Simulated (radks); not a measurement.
Numerical settings for the chromium ion Cr+, [Ar] 3d5. All-electron calculation, Dirac Kohn-Sham, LDA (Slater exchange, Perdew-Wang correlation), spin-unpolarised, spherical densities, finite nucleus; open shells fill j = l - 1/2 first; Fermi nuclear charge, rms radius 3.6452 fm. Program: a radial shooting solver on a logarithmic mesh with Libxc functionals. The defaults (mesh step 0.008 in ln r, mesh end at 40 bohr or more with all orbitals vanishing there, Anderson mixing 0.5 over 9 steps, residual threshold near 1e-9 with the energy settled to 1e-9 hartree or 1e-11 of itself, here a cap of 81 iterations) give E = -1048.2375 hartree and 3d5/2 at -10.100 eV in 15 iterations. Run on one thread of a shared host, so times are rough (Intel(R) Xeon(R) Platinum 8488C): 0.08 s of CPU time, 0.08 s wall, 15 iterations on 2189 mesh points. Changes against that run (0 stands for a change within the tolerance of the run):

setting                     iterations         converged  E (mhartree)  e(3d5/2) (meV)  CPU (s)
mesh step in ln r 0.012             15               yes             0               0     0.06
mesh step in ln r 0.005             15               yes             0               0     0.13
mesh step in ln r 0.05              15               yes      +0.00153               0     0.02
mesh end (bohr) 2                   13  level above zero     +3.34e+03       +3.41e+04     0.07
mesh end (bohr) 20                  15               yes             0               0      0.1
residual threshold 0.01             10               yes             0          +0.184     0.08
residual threshold 1e-13            24               yes             0               0     0.12
mixing 1                            12               yes             0               0     0.07
linear mixing, mixing 0.05          81                no       +0.0118           -86.9     0.35
linear mixing, mixing 0.5           32               yes             0               0     0.17
mixing history 3                    18               yes             0               0     0.12
iteration cap 3                      3                no         +18.9            -963     0.03

Settled on a wrong energy, with an occupied level pushed above zero by the early mesh end: mesh end (bohr) 2 (+3.34 hartree). Apart from these: no run marked as converged misses the energy by more than 1 mhartree. A mesh that ends early acts as a hard wall.
